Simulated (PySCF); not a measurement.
**VC at ROHF**

Level: ROHF. V def2-TZVPP, C def2-TZVPP; no relativity (PySCF 2.14).

```
state                                          : ²Δ (doublet), unpaired electrons δ ↑
bond length                                    : 1.498 Å
harmonic wavenumber                            : 1257 cm⁻¹
force constant                                 : 9.04 mdyn/Å
rotational constant Be                         : 0.7733 cm⁻¹
anharmonicity ωexe                             : 6.73 cm⁻¹
vibration–rotation constant αe                 : 0.00430 cm⁻¹
bond order (Mayer)                             : 3.22
dipole moment (positive dipole means V(−)C(+)) : -7.40 D
```

UHF is strongly spin-contaminated for VC, so the ROHF reference used there is far from stable. Hartree–Fock leaves out correlation, which carries a large part of most bond energies and some tenths to 1 eV of ionisation energies. The state is the lowest single determinant that the PBE0 search found; with open d or f shells the true ground state can be another one.
